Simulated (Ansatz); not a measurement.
The same path of BF2H + H2S (7 atoms, charge 0, multiplicity 1) was run twice with different band settings. Lost on the way: B1–H2, S5–H7. Made: B1–S5, H2–H7.

Level of theory: Ansatz, RKS PBE-D4/def2-SVP.

Relaxed end points:

```xyz
7
Properties=species:S:1:pos:R:3
B 0.041 0.315 0.017
H 0.623 0.871 0.923
F 0.684 -0.043 -1.096
F -1.295 0.269 -0.011
S 0.266 -2.232 1.249
H 0.237 -2.781 0.003
H -1.094 -2.236 1.328
```

```xyz
7
Properties=species:S:1:pos:R:3
B 0.094 -0.650 -0.667
H -0.395 0.265 2.532
F 1.017 0.233 -1.037
F -1.187 -0.292 -0.724
S 0.618 -2.297 -0.114
H -0.652 -2.727 0.125
H -0.030 -0.370 2.299
```

Common settings: movable images 9; climbing image yes; spring 5.0 eV/Å²; optimiser quadratic models (default); force threshold 0.03 eV/Å; iteration limit 60; end points relaxed.

| run | start path |
| --- | --- |
| 1 | through a guess of the saddle point |
| 2 | straight line |

(1) What does each run give, and how far can it be trusted?

Answers

(1) Run 1: converged after 33 iterations, highest image 0.955 eV above the first end. A vibrational analysis at the climbing image gives one clearly imaginary mode, 881i cm⁻¹: a first-order saddle point.
Run 2: converged after 17 iterations, highest image 0.955 eV above the first end. Another band between the same ends (9 images) ends at a top of the same energy, where a vibrational analysis finds 1 clearly imaginary mode.
The orbitals stay closed-shell, which can raise the energy where a bond breaks towards radicals; this wasn't checked here.
